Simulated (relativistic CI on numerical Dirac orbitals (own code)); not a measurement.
# Crystal-field levels of Hg4+, 5d8

Calculated by Dirac-Coulomb-Breit CI, KLI orbitals optimised for each configuration, QED by a radiative potential, one configuration in a parametric crystal field, unscaled Slater integrals (own radial code). With so little scaling, terms lie 10 to 35 % too far apart, which can change the order of excited levels.

Field parameters in Wybourne normalisation: D3d B²₀ = −7Dσ, B⁴₀ = −14Dq − 21Dτ, B⁴₃ = −14√(10/7) Dq; D4h B²₀ = −7Ds, B⁴₀ = 21(Dq − Dt), B⁴₄ = 21√(5/14) Dq; Td as Oh with Dq negative (B⁴₀ = 21Dq, B⁴₄ = √(5/14) B⁴₀). The field is a parameter set, without covalency.

S and J are read from ⟨S²⟩ = S(S + 1) and ⟨J²⟩ = J(J + 1) of each level; they are not fictitious spins.

D3d, 10Dq = 19550, Dσ = -370, Dτ = 490 cm⁻¹, the lowest 10 levels:

```csv
E (cm⁻¹),Degeneracy,Irrep,S,J
0.0,1,A1,0.99,3.71
91.9,2,E,0.99,3.70
12655,2,E,0.50,3.04
19359,2,E,0.95,3.78
20635,1,A2,0.97,3.75
20758,2,E,0.90,3.50
22595,1,A1,0.71,3.44
24431,2,E,0.89,2.80
26064,1,A1,0.86,2.76
28908,1,A2,1.00,3.00
```

Td, 10Dq = -17150 cm⁻¹, the lowest 16 levels:

```csv
E (cm⁻¹),Degeneracy,Irrep,S,J
0.0,1,A1,0.98,3.92
3061,3,T1,0.99,3.84
6119,2,E,0.94,3.72
9985,3,T2,0.94,3.01
15291,3,T2,0.64,3.17
20570,2,E,0.48,2.64
25528,3,T1,0.99,3.12
28824,2,E,0.98,2.38
28838,1,A2,1.00,3.00
31174,3,T2,0.86,2.98
34726,1,A1,0.66,1.88
37252,3,T2,0.58,3.35
40470,2,E,0.71,2.92
41492,3,T2,0.78,2.55
41810,3,T1,0.99,1.27
46857,1,A1,0.50,3.03
```

D4h, 10Dq = 14000, Ds = -940, Dt = -630 cm⁻¹, the lowest 10 levels:

| E (cm⁻¹) | Degeneracy | Irrep | S | J |
| --- | --- | --- | --- | --- |
| 0.0 | 2 | E | 0.99 | 3.77 |
| 201 | 1 | B2 | 0.98 | 3.75 |
| 9810 | 1 | A1 | 0.51 | 3.02 |
| 10135 | 1 | B1 | 0.79 | 3.55 |
| 14137 | 2 | E | 0.96 | 3.73 |
| 15922 | 1 | B1 | 0.68 | 2.86 |
| 19155 | 1 | A2 | 0.97 | 3.86 |
| 19275 | 1 | A1 | 0.91 | 3.74 |
| 19699 | 1 | B2 | 0.86 | 2.65 |
| 21914 | 1 | A1 | 0.80 | 3.43 |

The free-ion ground term has S = 1. Every field shown keeps that spin.

Levels of this model without a field, named by their leading LS term: 3F_4 0, 1D_2 10053, 3F_3 14171, 3P_2 23237, 3P_0 25433, 3P_1 29241, 1G_4 32584, 1D_2 37576 cm⁻¹.
